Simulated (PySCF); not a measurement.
# Excited states of Te⁶⁺ (tellurium, charge +6)

Ground state [Kr] 4d10, ¹S. All numbers are calculated (PySCF 2.14, scalar relativity through the core potential, in def2-TZVP with the def2 core potential (28 electrons) (6s5p3d2f, 50 functions)). Vertical excitation energies in eV without spin-orbit coupling; excited terms of each kind are numbered among those the solver found. Frozen: 4s2 4p6.

| term | leading excitation | EOM-EE-CCSD |
| --- | --- | --- |
| 1 3D | 4d → s | 39.453 |
| 1 1D | 4d → s | 40.274 |
| 1 3P° | 4d → p | 52.281 |
| 1 3F° | 4d → p | 52.917 |
| 1 1F° | 4d → p | 53.404 |
| 1 1D° | 4d → p | 54.100 |
| 1 3D° | 4d → p | 54.126 |
| 1 1P° | 4d → p | 54.127 |
| 1 3G | 4d → d | 72.244 |
| 1 1G | 4d → d | 72.501 |
| 2 3D | 4d → d | 72.637 |

The spin-orbit splitting of the hole, absent here, rivals or exceeds the spacing of these terms, so the LS terms are model states.

The solver can miss terms.
